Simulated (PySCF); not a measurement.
Structure with atom numbers: `[NH2:1][SiH:2]([NH2:3])[CH2:4][SiH3:5]`. Each H is labelled by its parent atom.

How the numbers were obtained: GIAO HF/pcSseg-2 shieldings, structure optimised with PBE0-D3(BJ)/def2-SVP, in PySCF 2.14.0 with density-fitted response routines (no relativistic terms, one computed conformer, rapidly exchanging positions averaged, isolated molecule).

Scale: $^{13}$C (σ = 191.47 ppm), $^{1}$H (σ = 31.68 ppm), $^{29}$Si (σ = 382.96 ppm) vs TMS; NH3 for $^{15}$N (σ = 260.75 ppm) (reference shieldings calculated alike).

```
      atoms    nucleus  count  δ (ppm)
     H(Si2)    $^{1}$H      1     4.59
      H(C4)    $^{1}$H      2    -0.37
      N1/N3   $^{15}$N      2        ?
        Si2  $^{29}$Si      1        ?
     H(Si5)    $^{1}$H      3     3.72
        Si5  $^{29}$Si      1    -62.9
         C4   $^{13}$C      1     -5.1
H(N1)/H(N3)    $^{1}$H      4     0.73
```

**Question.** Fill in the missing shifts.

**Answer.** 
- N1/N3: 15.3 ppm, nitrogen bonded to Si, 2 H
- Si2: -25.5 ppm, silicon bonded to C, 2 N, H

Exchangeable OH/NH protons stand at their gas-phase positions; hydrogen bonding in a real sample shifts them, mostly to higher δ. Shifts are as computed, not scaled to solution data. Of 1211 compounds with measured shifts, 218 miss one by over three times the rms of a fit or turn the order of signals round; such compounds aren't used in these exercises. Experimental scales use liquid or dissolved standards, which lie at an offset from isolated NH3 (liquid NH3: subtract about 20 ppm).
